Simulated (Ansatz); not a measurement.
System: sum formula HSiO₂F₂, charge 0, multiplicity 2. It need not be the lowest isomer of its formula. SMILES: F[Si](O)(F)[O]
Geometry from a B3LYP-D3(BJ)/def2-TZVP (Ansatz, a first-principles code) optimisation:
```
Si
F 1 1.5738
F 1 1.5800 2 106.85
O 1 1.6155 2 107.46 3 123.06
H 4 0.9614 1 120.05 2 -176.76
O 1 1.6503 2 113.29 3 -119.45
```
Charge 0, spin multiplicity 2.

Parts of the frozen-core correlation energy in 6-31G* (Ansatz, hartree). Frozen orbitals: 9; correlated occupied orbitals by spin: 16 and 15; virtual: 56 and 57. UHF or UKS for open shells. No spin-orbit coupling. No relativistic terms.

```csv
term,value
reference (HF),-638.28092
MP2 opposite-spin,[?]
MP2 same-spin,[?]
CCSD correlation,-0.75403
(T),[?]
T1 diagnostic,0.015
largest doubles amplitude,0.014
<S^2> of the reference,0.755
```

**Question.** Fill in the missing entries.

**Answer.** 
- MP2 opposite-spin, value: -0.53164
- MP2 same-spin, value: -0.20263
- (T), value: -0.01314
